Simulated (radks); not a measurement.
Question: The mean radii <r> (bohr) of the occupied orbitals of an atom or ion are listed with their occupations. Method: Dirac Kohn-Sham, OLYP, spin-unpolarised, spherical densities, finite nucleus; Fermi nuclear charge, rms radius of each element as measured or else 0.836 A^(1/3) + 0.57 fm; computed with a radial shooting solver on a logarithmic mesh with Libxc functionals.

orbital  occ.      <r>
1s1/2       2  0.05214
2s1/2       2   0.2349
2p1/2       2   0.2041
2p3/2       4   0.2074
3s1/2       2   0.7095
3p1/2       2   0.7372
3p3/2       4   0.7475
3d3/2       4   0.9135
3d5/2       5   0.9197

Name the element and its charge. Open shells, if any, fill j = l - 1/2 first.

Answer: Z = 29, copper, charge +2: Cu2+ in [Ar] 3d9. The 1s radius gives Z: for a bare nucleus <r> = (2 gamma + 1)/(2Z) with gamma = sqrt(1 - (Z/c)^2), 0.05094 bohr for Z = 29, and screening makes it slightly larger (0.05214 here). The occupations add up to 27, and the charge is Z minus that.
